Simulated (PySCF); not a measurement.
## Vertical excitation energies

Species: C7H7OP.
InChI=1S/C7H7OP/c1-3-6-7(4-2)9-5-8-6/h3-5H,1-2H2

Computed with TDDFT PBE0/def2-SVPD, vertical, gas phase, core orbitals frozen in the response in PySCF 2.14.0, density-fitted response routines. The structure is a single GFN2-xTB conformer in the gas phase; no vibrational or solvent corrections. Torsions of this conformer, `[CH2:1]=[CH:2][c:3]1[o:4][cH:5][p:6][c:7]1[CH:8]=[CH2:9]`: C1–C2–C3–O4 0°, P6–C7–C8–C9 0°.

```json
{"state": "S1", "E (eV)": "4.27", "ν̃ (cm⁻¹)": "34410", "f": "0.015", "|μ| (D)": "0.96", "symmetry": "A′", "main configurations (H = HOMO, L = LUMO)": "H→L+1 (77%), H-1→L (20%)"}
{"state": "S2", "E (eV)": "4.48", "ν̃ (cm⁻¹)": "36170", "f": "0.417", "|μ| (D)": "4.95", "symmetry": "A′", "main configurations (H = HOMO, L = LUMO)": "H→L (92%)"}
{"state": "S3", "E (eV)": "4.90", "ν̃ (cm⁻¹)": "39510", "f": "0.238", "|μ| (D)": "3.58", "symmetry": "A′", "main configurations (H = HOMO, L = LUMO)": "H-1→L (63%), H-1→L+1 (18%), H→L+1 (12%)"}
{"state": "S4", "E (eV)": "5.32", "ν̃ (cm⁻¹)": "42920", "f": "0.122", "|μ| (D)": "2.46", "symmetry": "A′", "main configurations (H = HOMO, L = LUMO)": "H-1→L+1 (75%), H→L+1 (9%), H-1→L (8%)"}
{"state": "S5", "E (eV)": "5.50", "ν̃ (cm⁻¹)": "44330", "f": "0.0003", "|μ| (D)": "0.13", "symmetry": "–", "main configurations (H = HOMO, L = LUMO)": "H-2→L (92%)"}
{"state": "S6", "E (eV)": "5.77", "ν̃ (cm⁻¹)": "46540", "f": "0.010", "|μ| (D)": "0.68", "symmetry": "A″", "main configurations (H = HOMO, L = LUMO)": "H-2→L+1 (91%)"}
{"state": "S7", "E (eV)": "5.99", "ν̃ (cm⁻¹)": "48310", "f": "0.011", "|μ| (D)": "0.69", "symmetry": "A′", "main configurations (H = HOMO, L = LUMO)": "H→L+2 (73%), H-3→L (25%)"}
{"state": "S8", "E (eV)": "6.04", "ν̃ (cm⁻¹)": "48720", "f": "0.0089", "|μ| (D)": "0.62", "symmetry": "A″", "main configurations (H = HOMO, L = LUMO)": "H→L+3 (72%), H→L+4 (19%)"}
```

Triplets (Tamm–Dancoff): T1 2.65 eV, H→L (86%), H-1→L+1 (9%); T2 3.13 eV, H→L+1 (63%), H-1→L+1 (14%), H-1→L (13%); T3 3.72 eV, H-1→L+1 (54%), H-1→L (13%), H→L+2 (11%).

The lowest singlet comes at 291 nm (412 kJ/mol) in the ultraviolet; it is weak; its leading configuration is HOMO→LUMO+1 (77%). The strongest level in the table is S2 at 4.48 eV (276 nm, f = 0.417). Löwdin shares by element: HOMO carbon 58% or more (atoms not listed hold the other 42%); LUMO carbon 58% or more (atoms not listed hold the other 42%). Weighted by f, the mean energy of these states is 4.78 eV. Of the 8 states listed, 6 reach f = 0.01 and 1 stays under 0.0005. The oscillator strengths of these states sum to 0.823; summed over the whole spectrum of an exact calculation they would give the number of electrons, 72 (Thomas–Reiche–Kuhn). Symmetry labels in Cs follow from the direction of the transition dipole and are given only for states with f of 0.002 or more. The window holds the lowest 8 singlets.
